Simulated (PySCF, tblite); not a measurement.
Isomers of C5H11OPSi. Level: GFN2-xTB in tblite, geometry and Hessian alike; calculated harmonic values, unscaled, isolated species. This tight-binding method is rough: wavenumbers can miss measured ones by several per cent, in bad cases by 10 to 20. Modes of hydrogen on phosphorus and silicon can be 10 to 20 % off. One conformer each.

Electronic energies: PBE0/pcSseg-1 single points on the GFN2-xTB geometries (PySCF, gas phase).

```
                 SMILES  electronic energy, lowest = 0 (kJ/mol)
   C=C(C)[Si@@]1(P)CCO1                                    23.0
     CCP1C([SiH3])=C1OC                                   246.9
C[P@@]1(=O)CCC=C1[SiH3]                                     0.0
 C#C[P@](=O)(CC)C[SiH3]                                   166.5
```

Question: How do GFN2-xTB zero-point energies change the relative energies?

Answer: 
| SMILES | ZPE (kJ/mol) | of it from modes above 1550 cm⁻¹ | electronic (kJ/mol) | with ZPE, lowest = 0 (kJ/mol) | lowest mode (cm⁻¹) | rings |
| --- | --- | --- | --- | --- | --- | --- |
| C[P@@]1(=O)CCC=C1[SiH3] | 373.1 | 193.8 | 0.0 | 0.0 | 60 | 1 |
| C=C(C)[Si@@]1(P)CCO1 | 384.1 | 201.0 | 23.0 | 34.1 | 39 | 1 |
| C#C[P@](=O)(CC)C[SiH3] | 366.0 | 199.3 | 166.5 | 159.4 | 59 | 0 |
| CCP1C([SiH3])=C1OC | 369.1 | 194.0 | 246.9 | 242.8 | 23 | 1 |

The zero-point energies span 18.1 kJ/mol, from `C#C[P@](=O)(CC)C[SiH3]` to `C=C(C)[Si@@]1(P)CCO1`. The order is unchanged.

Question: And how do the electronic energies of GFN2-xTB itself compare?

Answer: `C[P@@]1(=O)CCC=C1[SiH3]` 0.0; `C=C(C)[Si@@]1(P)CCO1` 163.0; `C#C[P@](=O)(CC)C[SiH3]` 151.5; `CCP1C([SiH3])=C1OC` 297.8 kJ/mol, lowest = 0. Against the energies above, taken from the same isomer `C[P@@]1(=O)CCC=C1[SiH3]`, the largest difference is 140.0 kJ/mol.

Question: What do entropy and thermal enthalpy add at 298.15 K and 1 bar (rigid rotor, harmonic oscillator, one conformer each)?

Answer: 
```json
{"SMILES": "C[P@@]1(=O)CCC=C1[SiH3]", "point group": "C1", "symmetry number": "1", "S (J/(mol K))": "422.9", "H − H(0) (kJ/mol)": "30.77", "ZPE + H − H(0) − TS (kJ/mol)": "277.8"}
{"SMILES": "C=C(C)[Si@@]1(P)CCO1", "point group": "C1", "symmetry number": "1", "S (J/(mol K))": "441.8", "H − H(0) (kJ/mol)": "32.15", "ZPE + H − H(0) − TS (kJ/mol)": "284.6"}
{"SMILES": "C#C[P@](=O)(CC)C[SiH3]", "point group": "C1", "symmetry number": "1", "S (J/(mol K))": "449.1", "H − H(0) (kJ/mol)": "34.23", "ZPE + H − H(0) − TS (kJ/mol)": "266.4"}
```

Not tabulated: `CCP1C([SiH3])=C1OC` (lowest mode only 23 cm⁻¹).
